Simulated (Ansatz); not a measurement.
Species: C$_{2}$H$_{7}$NSi, SMILES `C=[SiH]NC` (C–Si–N–C torsion 0°) (charge 0, multiplicity 1).

Task: Give a relaxed geometry from PBE0-D3(BJ)/def2-TZVP (Ansatz, a first-principles code).

Result: One answer among several that fit: the end point of this relaxation, one of several conformers (outside a Z-matrix the atoms follow the SMILES, hydrogens last).
Bonds (Å): C1–Si2 1.694, C1–H5 1.084, C1–H6 1.082, Si2–N3 1.690, Si2–H7 1.477, N3–C4 1.446, N3–H8 1.006, C4–H9 1.095, C4–H10 1.091, C4–H11 1.094. Bond angles (°): Si2–C1–H5 118.6, Si2–C1–H6 125.4, H5–C1–H6 116.0, C1–Si2–N3 127.0, C1–Si2–H7 124.0, N3–Si2–H7 109.0, Si2–N3–C4 125.9, Si2–N3–H8 119.0, C4–N3–H8 115.0, N3–C4–H9 112.0, N3–C4–H10 109.5, N3–C4–H11 111.6, H9–C4–H10 107.6, H9–C4–H11 108.5, H10–C4–H11 107.5.
